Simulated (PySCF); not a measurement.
**The second ionisation energy along the noble gases**

Calculated with PySCF 2.14 from differences of total energies of unrestricted determinants, without spin-orbit coupling. Values in eV. The last column holds reference values (NIST; (s) semi-empirical, (t) theoretical, else measured). Unmarked ones compare directly (S terms, centres of terms, or small fine structure); those marked * lie between the lowest fine-structure levels and include a spin-orbit shift.

| element | configurations | UHF | MP2 (valence) | SCS-MP2 (valence) | CCSD (valence) | CCSD(T) (valence) | reference |
| --- | --- | --- | --- | --- | --- | --- | --- |
| Ne (def2-SVP, non-relativistic) | [He] 2s2 2p5 → [He] 2s2 2p4 | 39.547 | 40.658 | 40.604 | 40.600 | 40.611 | 40.963 * |
| Ar (def2-SVP, non-relativistic) | [Ne] 3s2 3p5 → [Ne] 3s2 3p4 | 26.666 | 27.317 | 27.290 | 27.253 | 27.252 | 27.630 * |
| Kr (def2-SVP, non-relativistic) | [Ar] 3d10 4s2 4p5 → [Ar] 3d10 4s2 4p4 | 23.396 | 23.970 | 23.946 | 23.924 | 23.929 | 24.360 * |
| Xe (def2-SVP with the def2 core potential (28 electrons), ECP) | [Kr] 4d10 5s2 5p5 → [Kr] 4d10 5s2 5p4 | 20.077 | 20.772 | 20.769 | 20.793 | 20.820 | 20.975 (s) * |

"Valence" correlates the outer s and p shells and, in groups 3 to 12 and the f block, the outer d or f shell, open or full, or the next shell where the ion has no valence electron left; the wider scheme adds the next inner shell.
